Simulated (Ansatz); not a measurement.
Q: Predict a relaxed structure of (CdO)6 prism (Cd₆O₆), charge 0, singlet, at PBE0-D4/def2-SVP (Ansatz).

A: 
Cartesian coordinates in Å:
```
Cd 1.159 1.681 0.967
O -0.849 2.237 0.702
Cd -1.981 0.489 0.966
O -1.485 -1.525 1.294
Cd 0.605 -1.598 1.483
O 2.121 -0.156 1.295
Cd 1.981 -0.489 -0.966
O 1.485 1.525 -1.294
Cd -0.605 1.598 -1.483
O -2.121 0.156 -1.296
Cd -1.159 -1.681 -0.967
O 0.849 -2.237 -0.702
```
Point group D3d (tolerance 0.1 Å). This is one stationary point.

In the def2 sets Cd takes a core potential; there is no spin–orbit coupling.
